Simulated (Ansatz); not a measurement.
C₂H₆AlF, charge +1, doublet, geometry from GFN2-xTB (such geometries of metal compounds can be far from the true shape) (a state made from the parent by changing its charge; the spin is typed, not shown lowest); B3LYP/def2-SVP in Ansatz (a quantum-chemistry and plane-wave program).

Here is a job for Ansatz.
Ansatz 0.2 input:
```yaml
crystal:
  periodic: [false, false, false]
  atoms:
    - {symbol: Al, position_ang: [-0.06741653, 0.04317842, -0.06464490]}
    - {symbol: C, position_ang: [1.85482616, -0.18710113, -0.67645760]}
    - {symbol: H, position_ang: [2.10559574, -1.24991540, -0.63855570]}
    - {symbol: H, position_ang: [2.50181800, 0.39160797, -0.01275179]}
    - {symbol: H, position_ang: [1.87397695, 0.20006243, -1.70276199]}
    - {symbol: C, position_ang: [-0.67087180, -0.54759081, 1.78120824]}
    - {symbol: H, position_ang: [-1.39408602, -1.35604266, 1.63071577]}
    - {symbol: H, position_ang: [-1.16371343, 0.32057187, 2.23272607]}
    - {symbol: H, position_ang: [0.19716197, -0.87626400, 2.35543033]}
    - {symbol: F, position_ang: [-1.14978493, 0.71297911, -1.07254696]}
basis:
  gaussian:
    orbitals: def2-SVP
    fitting: {mean_field: cc-pVTZ-JKFIT}
hamiltonian:
  xc: b3lyp
total_charge: 1
magnetization: {spin_polarized: true, initial_magnetization: 1}
```

The log (banner, timings and long lists left out):

```
Functional definition: B3LYP
538 factors; integrals over basis functions are off by at most 1.3e-1 eV
mean field evaluation 1: about -11457.9352 eV, gradient 6.2e1 eV
mean field evaluation 2: about -11422.5699 eV, gradient 1.2e2 eV
mean field evaluation 4: about -11473.3758 eV, gradient 4.0e0 eV
mean field evaluation 8: about -11473.4513 eV, gradient 1.0e-1 eV
mean field evaluation 16: about -11473.4514 eV, gradient 1.0e-5 eV
mean field -11473.45141552 eV, -421.6415625358 hartree, gradient 1.0e-5 eV, S^2 0.761850; 0 other end points of the search recorded, 0 dependent functions left out
reference -11473.45166173 eV, -421.6415715836 hartree; 20, 19 occupied and 70, 71 virtual orbitals, 538 factors
Total energy: -11473.45166173 eV, -421.6415715836 hartree
```
